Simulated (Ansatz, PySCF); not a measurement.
This PySCF input computes a r2SCAN/def2-TZVPD energy:

```python
from pyscf import gto, scf, dft

mol = gto.M(
    atom='''
    Te    0.00612831    0.00484004    0.42130173
    Cl    1.07935398   -1.41996406   -1.06972775
    Cl    1.95020124    1.51697523    0.37997976
    Cl   -1.11048190    1.39537973   -1.07021764
    Cl   -1.93781874   -1.50719573    0.47127797
    ''',
    basis='def2-tzvpd',
    ecp='def2-tzvp',
    charge=0,
    spin=0,
    verbose=4,
)

mf = dft.RKS(mol, xc='r2scan').density_fit(auxbasis='def2-universal-jkfit')
mf.grids.level = 4
mf.conv_tol = 1e-9
mf.max_cycle = 100
mf.max_memory = 1500
mf.kernel()
if not mf.converged:
    mf = mf.newton()
    mf.kernel(mf.make_rdm1())
mf.analyze()
```

Question: Write an input for the same energy in Ansatz (an electronic-structure program) and say what it gives.

Answer: 
Ansatz 0.2 input:
```yaml
crystal:
  periodic: [false, false, false]
  atoms:
    - {symbol: Te, position_ang: [0.00612831, 0.00484004, 0.42130173]}
    - {symbol: Cl, position_ang: [1.07935398, -1.41996406, -1.06972775]}
    - {symbol: Cl, position_ang: [1.95020124, 1.51697523, 0.37997976]}
    - {symbol: Cl, position_ang: [-1.11048190, 1.39537973, -1.07021764]}
    - {symbol: Cl, position_ang: [-1.93781874, -1.50719573, 0.47127797]}
basis:
  gaussian:
    orbitals: def2-TZVPD
hamiltonian:
  xc: {name: r2SCAN}
output: {forces: true}
```
It gives -2108.93858 Eh, and PySCF -2108.93859 Eh, a difference of 0.01 mEh.
